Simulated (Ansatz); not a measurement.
Isolated molecules relaxed with PBE0-D4/def2-TZVP in Ansatz; ΔE leaves out vibrations. CBS: MP2 limit from def2 TZ/QZ plus the TZ coupled-cluster correction, frozen cores. Functionals use def2-TZVPP. Elements past krypton have def2 core potentials. For In, Sb outer-core shells are correlated without core-valence functions, which leaves a few kJ/mol of doubt a bond. One conformer a species, not always the lowest.

Reaction (cleavage of the Si–Sb bond): `[CH3][SbH][SiH3]` + `C[O][In]([OH])[OH]` → `C[O][In]([OH])[O][SiH3]` + `[CH3][SbH2]`

| species | PBE-D4 energy (Eh) |
| --- | --- |
| `[CH3][SbH][SiH3]` | -571.86244 |
| `C[O][In]([OH])[OH]` | -456.78878 |
| `C[O][In]([OH])[O][SiH3]` | -747.37159 |
| `[CH3][SbH2]` | -281.29700 |

Problem. Work out ΔE.

Solution. ΔE = (-747.37159) + (-281.29700) − (-571.86244) − (-456.78878) = -0.01737 Eh = -0.47 eV. CCSD(T)/CBS gives -0.69 eV.

Largest T1 diagnostic among the species: 0.017.

In def2-TZVPP, CCSD(T) changes the Hartree–Fock value by +0.23 eV (the triples alone add +0.03 eV) and MP2 by +0.26 eV. From PBE to PBE0 (25 % exact exchange), in def2-TZVPP and without D4, ΔE moves by −0.09 eV.
